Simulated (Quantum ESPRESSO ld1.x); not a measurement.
Task: Radial electron density D(r) = 4 pi r^2 rho(r) of an atom or ion with 21 electrons. Calculated with ld1.x of Quantum ESPRESSO 7.5: non-relativistic Kohn-Sham, revPBE, spin-unpolarised, spherical densities, point nucleus.

```
   r/bohr * D(r) (the largest magnitude, 27.9, reaches the edge; | marks zero)
  0.00577 |    *
 0.007514 |      *
 0.009862 |          *
  0.01284 |                *
  0.01672 |                       *
  0.02177 |                               *
  0.02835 |                                        *
  0.03722 |                                               *
  0.04846 |                                                  *
   0.0631 |                                                *
  0.08216 |                                         *
    0.107 |                                     *
   0.1404 |                                         *
   0.1829 |                                                  *
   0.2381 |                                                      *
     0.31 |                                            *
    0.407 |                         *
   0.5299 |               *
     0.69 |                *
   0.8985 |                   *
     1.17 |              *
    1.536 |      *
        2 |  *
    2.604 | *
     3.39 |*
    4.415 |*
    5.795 *
    7.546 *
    9.825 *
```

What is the nuclear charge?

Result: Z = 22. The innermost maximum, from 1s, lies near 1/Z = 0.0455 bohr (found: 0.0488), and its height grows with Z. The density is that of the titanium ion Ti+ in [Ar] 3d1 4s2; the configuration itself is not fixed sharply by these data, and Z only to about a unit. D(r) has 3 maxima, at r = 0.0488, 0.227, 0.863 bohr, and minima at 0.110, 0.569 bohr, inside which lie 2.14, 10.41 electrons.
